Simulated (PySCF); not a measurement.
Isomers of C6H12O2.

All values: CAM-B3LYP/def2-SVPD (PySCF) at PBE0-D3(BJ)/def2-SVP geometries, gas phase, one conformer each. Core orbitals are frozen in the response; Δα² is half the sum of the squared differences of the principal polarisabilities.

(1) Rank by polarisability anisotropy Δα, lowest first.
A. `[CH3:1][CH:2]([CH3:3])[C@H:4]([CH3:5])[C:6](=[O:7])[OH:8]` with C1–C2–C4–C5 -172°, C2–C4–C6–O7 86°, C4–C6–O8–H 178° (2,3-dimethylbutanoic acid)
B. `[CH3:1][CH2:2][CH2:3][CH2:4][CH2:5][O:6][CH:7]=[O:8]` with C1–C2–C3–C4 -179°, C2–C3–C4–C5 180°, C3–C4–C5–O6 -176°, C4–C5–O6–C7 -85°, C5–O6–C7–O8 -1°
C. `[CH3:1][C:2](=[O:3])[O:4][CH2:5][CH:6]([CH3:7])[CH3:8]` with C1–C2–O4–C5 -178°, C2–O4–C5–C6 85°, O4–C5–C6–C7 58°
D. `[CH3:1][C:2](=[O:3])[O:4][C:5]([CH3:6])([CH3:7])[CH3:8]` with C1–C2–O4–C5 -179° (tert-butyl acetate)
E. `[CH3:1][O:2][C:3](=[O:4])[C:5]([CH3:6])([CH3:7])[CH3:8]` with C1–O2–C3–O4 -1°

(2) Rank by HOMO energy, lowest first.
A. `[CH3:1][CH:2]([CH3:3])[O:4][C@@H:5]1[CH2:6][C@@H:7]1[OH:8]` with C1–C2–O4–C5 69°, C2–O4–C5–C6 -95°, C6–C7–O8–H -75°
B. `[CH3:1][O:2][C:3](=[O:4])[C:5]([CH3:6])([CH3:7])[CH3:8]` with C1–O2–C3–O4 -1°
C. `[CH3:1][C:2](=[O:3])[O:4][C:5]([CH3:6])([CH3:7])[CH3:8]` with C1–C2–O4–C5 -179°
D. `[CH3:1][CH2:2][CH2:3][CH:4]1[O:5][CH2:6][CH2:7][O:8]1` with C1–C2–C3–C4 180°, C2–C3–C4–O5 -179°, C3–C4–O5–C6 158°, C4–O5–C6–C7 -25°, O5–C6–C7–O8 4°, C6–C7–O8–C4 18° (2-propyl-1,3-dioxolane)
E. `[CH3:1][CH:2]([CH3:3])[C@H:4]([CH3:5])[C:6](=[O:7])[OH:8]` with C1–C2–C4–C5 -172°, C2–C4–C6–O7 86°, C4–C6–O8–H 178° (2,3-dimethylbutanoic acid)
F. `[CH3:1][CH2:2][CH2:3][CH2:4][CH2:5][O:6][CH:7]=[O:8]` with C1–C2–C3–C4 -179°, C2–C3–C4–C5 180°, C3–C4–C5–O6 -176°, C4–C5–O6–C7 -85°, C5–O6–C7–O8 -1° (pentyl formate)

Results:

(1) A (1.05 Å³), E (2.13 Å³), D (2.38 Å³), C (3.04 Å³), B (3.71 Å³).

(2) F (-9.85 eV), E (-9.52 eV), B (-9.35 eV), C (-9.23 eV), D (-9.09 eV), A (-8.47 eV).

All values together:

```csv
SMILES,μ (D),HOMO (eV),LUMO (eV),α (Å³),Δα (Å³),ΔSCF removal energy (eV)
CC(C)O[C@@H]1C[C@@H]1O,3.12,-8.47,1.27,11.85,2.43,–
CC(=O)OCC(C)C,1.83,-9.52,1.20,11.95,3.04,10.36
CCCC1OCCO1,1.31,-9.09,1.39,11.82,3.61,9.90
CC(C)[C@H](C)C(=O)O,1.69,-9.52,1.06,11.79,1.05,–
COC(=O)C(C)(C)C,1.92,-9.35,1.13,11.86,2.13,10.12
CCCCCOC=O,2.03,-9.85,1.14,12.06,3.71,–
CCC(C)(C)OC=O,2.19,-9.52,1.20,11.78,1.12,10.38
CC(=O)OC(C)(C)C,1.98,-9.23,1.17,11.89,2.38,10.02
CC[C@@H](C)C(=O)OC,1.76,-9.44,1.19,11.90,2.38,–
CCCC(=O)OCC,1.89,-9.39,1.22,12.04,3.82,10.19
```

Conformers: `[CH3:1][CH:2]([CH3:3])[O:4][C@@H:5]1[CH2:6][C@@H:7]1[OH:8]` with C1–C2–O4–C5 69°, C2–O4–C5–C6 -95°, C6–C7–O8–H -75°; `[CH3:1][C:2](=[O:3])[O:4][CH2:5][CH:6]([CH3:7])[CH3:8]` with C1–C2–O4–C5 -178°, C2–O4–C5–C6 85°, O4–C5–C6–C7 58°; `[CH3:1][CH2:2][CH2:3][CH:4]1[O:5][CH2:6][CH2:7][O:8]1` with C1–C2–C3–C4 180°, C2–C3–C4–O5 -179°, C3–C4–O5–C6 158°, C4–O5–C6–C7 -25°, O5–C6–C7–O8 4°, C6–C7–O8–C4 18°; `[CH3:1][CH:2]([CH3:3])[C@H:4]([CH3:5])[C:6](=[O:7])[OH:8]` with C1–C2–C4–C5 -172°, C2–C4–C6–O7 86°, C4–C6–O8–H 178°; `[CH3:1][O:2][C:3](=[O:4])[C:5]([CH3:6])([CH3:7])[CH3:8]` with C1–O2–C3–O4 -1°; `[CH3:1][CH2:2][CH2:3][CH2:4][CH2:5][O:6][CH:7]=[O:8]` with C1–C2–C3–C4 -179°, C2–C3–C4–C5 180°, C3–C4–C5–O6 -176°, C4–C5–O6–C7 -85°, C5–O6–C7–O8 -1°; `[CH3:1][CH2:2][C:3]([CH3:4])([CH3:5])[O:6][CH:7]=[O:8]` with C1–C2–C3–C4 -61°, C2–C3–O6–C7 61°, C3–O6–C7–O8 0°; `[CH3:1][C:2](=[O:3])[O:4][C:5]([CH3:6])([CH3:7])[CH3:8]` with C1–C2–O4–C5 -179°; `[CH3:1][CH2:2][C@@H:3]([CH3:4])[C:5](=[O:6])[O:7][CH3:8]` with C1–C2–C3–C4 173°, C2–C3–C5–O6 -30°, C3–C5–O7–C8 177°; `[CH3:1][CH2:2][CH2:3][C:4](=[O:5])[O:6][CH2:7][CH3:8]` with C1–C2–C3–C4 178°, C2–C3–C4–O5 -89°, C3–C4–O6–C7 -178°, C4–O6–C7–C8 -83°.

A dash marks a removal energy that wasn't run or isn't settled.
